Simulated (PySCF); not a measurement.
**Removing an electron from `O=[P@@H](C(F)=C(F)F)C1CC1`**

Species: C₅H₆F₃OP.
Geometry (PBE0-D3(BJ)/def2-SVP, Å), atoms numbered from 1 in this order:
```xyz
16
C5H6F3OP angstrom
O     -0.1383   -1.2238   -1.4006
P      0.1130   -1.0705    0.0632
C      1.7900   -0.5275    0.4907
F      2.0134   -0.3392    1.8004
C      2.7826   -0.2872   -0.3725
F      2.6877   -0.4261   -1.6591
F      3.9664    0.1196   -0.0075
C     -0.9400    0.1250    0.8901
C     -2.3168    0.3215    0.3098
C     -1.2739    1.3665    0.1048
H      0.0030   -2.2445    0.8670
H     -0.8049    0.2094    1.9733
H     -3.1317    0.5124    1.0121
H     -2.5802   -0.2919   -0.5567
H     -0.8472    1.4520   -0.8990
H     -1.3412    2.3035    0.6626
```

Level: CAM-B3LYP/def2-SVPD (PySCF). Frontier orbitals with their largest atomic shares (Löwdin; up to four atoms above 4 %):

| orbital | ε (eV) | main atoms |
| --- | --- | --- |
| HOMO−3 | -10.69 | C8 36 %, C10 22 %, C9 15 %, O1 6 % |
| HOMO−2 | -9.84 | O1 65 %, P2 14 %, C3 7 % |
| HOMO−1 | -9.76 | O1 59 %, P2 15 %, C8 8 %, H11 5 % |
| HOMO | -9.34 | ? |
| LUMO | 0.57 | C5 30 %, C3 22 %, P2 14 %, F7 9 % |
| LUMO+1 | 0.88 | C3 16 %, F4 16 %, P2 15 %, C5 8 % |
| LUMO+2 | 1.09 | C5 21 %, C10 10 %, C3 10 %, P2 8 % |

Task: What vertical ionisation energy does ΔSCF give, and how far is −ε(HOMO) from it?

Result: ΔSCF: 10.18 eV (982 kJ/mol; threshold wavelength 122 nm); ⟨S²⟩ of the doublet left behind is 0.754, against 0.75 for a pure doublet. −ε(HOMO) is 9.34 eV, 0.84 eV below it. For the exact functional −ε(HOMO) would equal the first vertical ionisation energy; CAM-B3LYP (range-separated hybrid) falls short of its own ΔSCF value by 8 %.

Task: On which atoms does the HOMO lie?

Result: C3 (vinylic C–F carbon) 31 %, C5 (=CF2 carbon) 24 %, F4 (vinyl fluorine) 12 %, F6 (vinyl fluorine) 10 %, so no atom holds as much as 40 %. The HOMO−1 lies 0.42 eV lower.

Task: What total energies stand behind the ΔSCF value?

Result: E(N) = -909.49485 Eh and E(N − 1) = -909.12068 Eh at the same geometry, 0.37417 Eh apart.

Task: Shift the occupied levels rigidly so that −ε(HOMO) equals the ΔSCF value. What binding energies result?

Result: The shift is +0.84 eV: HOMO 10.18, HOMO−1 10.60, HOMO−2 10.68, HOMO−3 11.53 eV. A rigid shift is only a rough guide to the deeper ionisations.

The structure is a single PBE0-D3(BJ)/def2-SVP conformer in the gas phase; no vibrational or solvent corrections.
